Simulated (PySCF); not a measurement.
# Electron correlation in Ir⁷²⁺ (iridium, charge +72)

[He] 2s2 2p1, 2P determinant. All numbers are calculated (PySCF 2.14, the non-relativistic Hamiltonian (point nucleus), in an even-tempered Gaussian basis (17 s from 51 bohr⁻², ratio 2.2; 10 p from 66 bohr⁻², ratio 2.2; 5 d from 250 bohr⁻², ratio 2.4; 5 f from 370 bohr⁻², ratio 2.4; 4 g from 550 bohr⁻², ratio 2.4)). Frozen: nothing; 5 electrons correlated; the 11 highest virtual orbitals of each spin left out.

MP2 pair energies summed by pair of shells (mhartree):

```
 pair   energy  share (%)
2s-2s  -295.39       74.3
1s-1s   -40.15       10.1
2s-2p   -37.15        9.4
1s-2s   -14.61        3.7
1s-2p   -10.00        2.5
```

Total MP2 correlation energy: -397.30 mhartree.

At this charge a non-relativistic calculation is a model, useful for the Z dependence of the correlation energy.
